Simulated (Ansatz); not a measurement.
Stepwise reaction of `O[SiH](Cl)[GeH2][Cl]` with water, as a gas-phase model of exchange steps in deposition or etching. ΔE in kJ/mol.

Program: Ansatz. Geometries: PBE0-D4/def2-TZVP. ΔE: electronic, gas phase. CBS: MP2 limit from def2 TZ/QZ plus the TZ coupled-cluster correction, frozen cores. This one scheme is used for every species. Functionals use def2-TZVPP. B3LYP here is the variant with VWN-RPA as its local correlation; programs differ in this. For Ge outer-core shells are correlated without core-valence functions, which leaves a few kJ/mol of doubt a bond. Scalar relativity is left out up to krypton. One conformer a species, not always the lowest.

```json
{"step": "2", "reaction": "`[OH][GeH2][SiH](O)Cl` + H₂O → `[OH][GeH2][SiH](O)O` + HCl", "PBE-D4": "7.0", "B3LYP-D4": "-0.5", "ωB97M-V": "0.1", "CCSD(T)/CBS": "2.4"}
```

Q: Give the row of step 1, `O[SiH](Cl)[GeH2][Cl]` + H₂O → `[OH][GeH2][SiH](O)Cl` + HCl. (An estimate is asked.)

A: Ansatz gave: 
| step | reaction | PBE-D4 | B3LYP-D4 | ωB97M-V | CCSD(T)/CBS |
| --- | --- | --- | --- | --- | --- |
| 1 | `O[SiH](Cl)[GeH2][Cl]` + H₂O → `[OH][GeH2][SiH](O)Cl` + HCl | 55.7 | 53.9 | 53.3 | 54.8 |

Q: By hand: ΔE of the 2 steps together at CCSD(T)/CBS.

A: (54.8) + (2.4) = 57.2 kJ/mol, or 28.6 kJ/mol a step.

In ΔE each step is lower than the one before. PBE-D4 differs from CCSD(T)/CBS by 0.9 to 4.6 kJ/mol a step. Only this route is followed, and other bonds may react first. Isolated molecules leave out the surface, adducts and barriers. Largest T1 diagnostic: 0.012.
